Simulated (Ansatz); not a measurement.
Isolated molecules relaxed with PBE0-D4/def2-TZVP in Ansatz; ΔE leaves out vibrations. CCSD(T)/CBS is the MP2 limit (def2-TZVPP, def2-QZVPP) plus CCSD(T) − MP2 in def2-TZVPP, frozen cores. This one scheme is used for every species. Functionals use def2-TZVPP. B3LYP here is the variant with VWN-RPA as its local correlation; programs differ in this. def2 core potentials past Kr. For Cd outer-core shells are correlated without core-valence functions, which leaves a few kJ/mol of doubt a bond. Each species was taken in one conformer, which may not be the lowest.

`[CH3][Cd][OH]` + H₂S → `[CH3][Cd][SH]` + H₂O  (ligand exchange at a Cd–O bond)

| level | ΔE (kJ/mol) |
| --- | --- |
| revPBE-D4 | -76.1 |
| BLYP-D4 | -68.3 |
| r2SCAN-D4 | -78.0 |
| B3LYP-D4 | -77.1 |
| CAM-B3LYP-D4 | -74.3 |
| BLYP | -65.3 |
| BHLYP | -82.8 |
| HF/def2-SVP | -92.9 |

(1) What does CCSD(T)/CBS give? (Best estimate.)

Largest T1 diagnostic among the species: 0.014.

## Answers

(1) The calculation gave: -82.7 kJ/mol. The listed levels differ from it by 6.6, 14.4, 4.7, 5.6, 8.4, 17.4, -0.1, -10.2 kJ/mol.

From PBE to PBE0 (25 % exact exchange), in def2-TZVPP and without D4, ΔE moves by −10.1 kJ/mol. Leaving LDA and LC-ωPBE aside and taking each functional with its dispersion term where it has one, the values, not all of them listed here, spread over 19.4 kJ/mol, from PBE-QIDH to BLYP-D4.
